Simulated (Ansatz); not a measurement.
Z-matrix (Å, degrees):
```
Al
Zn 1 2.900
Br 1 2.278 2 94.0
O 1 1.695 2 96.9 3 -119.2
H 1 1.571 2 94.1 3 120.7
H 4 0.956 1 122.7 2 89.8
```

Charge 0, multiplicity 1. The bonds changed during the relaxation, so this is another structure than the one it started from.

Q: List the r2SCAN/def2-TZVPP orbital energies in eV (the Gaussian-basis code of Ansatz). (Estimate.)

A: Computed: Occupied: -13121.55, -9435.11, -1694.78, -1525.52, -1525.49, -1525.48, -1517.54, -1144.40, -1007.00, -1007.00, -1006.99, -515.45, -234.43, -174.60, -174.49, -174.47, -130.28, -110.99, -86.04, -86.02, -86.02, -71.30, -71.18, -71.08, -68.45, -68.42, -68.41, -68.33, -68.33, -25.64, -19.60, -12.87, -11.92, -11.88, -11.87, -11.84, -11.84, -10.10, -8.65, -8.40, -8.08, -7.62, -7.36, -6.63. Lowest empty: -2.60, -1.50, -1.33, -0.05, 1.02, 1.67, 2.08, 3.13.
